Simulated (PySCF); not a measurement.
Chain-length series, n-germane H/H (end groups after the name). Isolated molecules, 0 K electronic values unless said otherwise. One relaxed conformer stands for each flexible species; it need not be the lowest. Strings in code marks are SMILES.

Level of theory: PBE-D3(BJ)/def2-TZVP // PBE0-D3(BJ)/def2-SVP (PySCF 2.14.0). All candidates: neutral, multiplicity 1. Delta-SCF ions had no search for a lower state. Excitations are Tamm–Dancoff values on a coarser integration grid. The basis has no diffuse functions, so Rydberg states are missing or too high.

| Item | Value |
|---|---|
| T1 excitation (TDA) | 6.24 eV |
| brightest of the four lowest singlets (TDA) | 7.39 eV |
| vertical ionisation energy (Delta-SCF) | 10.12 eV |

Q: Identify which member has these values.
(A) `[GeH3][GeH3]`
(B) `[GeH3][GeH2][GeH2][GeH2][GeH2][GeH3]`
(C) `[GeH3][GeH2][GeH3]`

A: A, `[GeH3][GeH3]`. The others give `[GeH3][GeH2][GeH2][GeH2][GeH2][GeH3]`: 4.42 eV, 5.24 eV, 8.18 eV; `[GeH3][GeH2][GeH3]`: 5.60 eV, 6.54 eV, 9.42 eV
